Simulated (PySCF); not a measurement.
## Bond curve of SiSn⁺

Set-up: Si def2-SVPD, Sn def2-SVPD with ECP28; scalar-relativistic core potentials (PySCF 2.14). Energies in eV from Si + Sn⁺ in their ground configurations at the same level. State: ⁴Σ⁻ (quartet), unpaired electrons σ ↑, π ↑↑.

| R (Å) | UHF-MP2 |
| --- | --- |
| 2.200 | -1.541 |
| 2.302 | -2.015 |
| 2.405 | -2.270 |
| 2.481 | -2.356 |
| 2.558 | -2.376 |
| 2.635 | -2.344 |
| 2.737 | -2.245 |
| 2.865 | -2.058 |
| 3.018 | -1.754 |
| 3.223 | -1.174 |

Problem. Put a parabola through the three lowest points of the UHF-MP2 curve and estimate Re, k and ωe (reduced mass 22.68 u; 1 eV/Å² = 0.16022 mdyn/Å; ωe = 1302.8·√(k/μ) cm⁻¹).

Solution. Through R = 2.481, 2.558, 2.635 Å the second-order coefficient is 4.39 eV/Å², so Re ≈ 2.549 Å, k ≈ 1.41 mdyn/Å and ωe ≈ 324 cm⁻¹. A polynomial fit of higher order to the unrounded UHF-MP2 energies gives Re = 2.546 Å, k = 1.43 mdyn/Å, ωe = 327 cm⁻¹; anharmonicity and rounding make the difference.

The higher-order fit for each curve: UHF-MP2: Re = 2.546 Å, ωe = 327 cm⁻¹, De = 2.38 eV.

Correlated steps freeze 9 core orbitals. Correlated levels converge slowly with the basis: in double zeta they bind strong bonds too weakly, by up to about 1 eV, and carry superposition errors of some tenths. Spin–orbit coupling is left out, which matters for elements this heavy, above all for dissociation energies. For an ion De counts to the pair picked by the measured ionisation energies or electron affinities, which need not be the lowest pair at this level. The state was picked by a PBE0 search and need not be the measured ground state.
